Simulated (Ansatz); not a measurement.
Ideal-gas functions of B2H4OS (`BB(O)S`) at 800 K and 1 bar, from an Ansatz frequency run at PBE0-D4/def2-TZVP.

Molar mass 73.72 g/mol, point group Cs (symmetry number 1), electronic degeneracy 1, moments of inertia 64.249, 104.227, 164.287 u Å². Harmonic wavenumbers (cm⁻¹, unscaled): 82, 142, 326, 326, 387, 535, 604, 756, 807, 887, 947, 1121, 1189, 1369, 2574, 2645, 2695, 3901.

Use S(trans) = R[1.5 ln M + 2.5 ln T − 1.1517]; rotational temperatures θ = 24.2544 K / I; S(rot) = R[ln(√π/σ · √(T³/θAθBθC)) + 1.5]; for each mode x = 1.438777 ν̃/T, S = R[x/(eˣ − 1) − ln(1 − e⁻ˣ)] and H = RT x/(eˣ − 1); 1 cm⁻¹ = 0.0119627 kJ/mol; R = 8.31446 J/(mol·K).

Problem. By hand: the entropy, in J/(mol·K).

Solution. Translation 183.0. Rotation: θ = 0.3775, 0.2327, 0.1476 K, giving 118.7. Vibration, mode by mode: 24.24, 19.69, 12.87, 12.87, 11.49, 8.95, 8.02, 6.37, 5.91, 5.26, 4.82, 3.76, 3.42, 2.65, 0.46, 0.41, 0.38, 0.06, in all 131.6. Electronic 0.0. Sum 433.3 J/(mol·K).

Problem. By hand: H − E and G − E in kJ/mol, counted from the electronic energy.

Solution. Zero-point energy ½ × 21293 × 0.0119627 = 127.4; thermal vibration 51.7; translation, rotation and pV give 4 RT = 26.6. H − E = 205.7 kJ/mol, and G − E = 205.7 − 800 × 433.3/1000 = -140.9 kJ/mol.

Vibration gives 30 % of the entropy, 43.9 J/(mol·K) of it from the modes under 150 cm⁻¹: soft modes count most, and the harmonic formula is weakest for them. The sum counts one conformer and one mirror image; others add a mixing term.
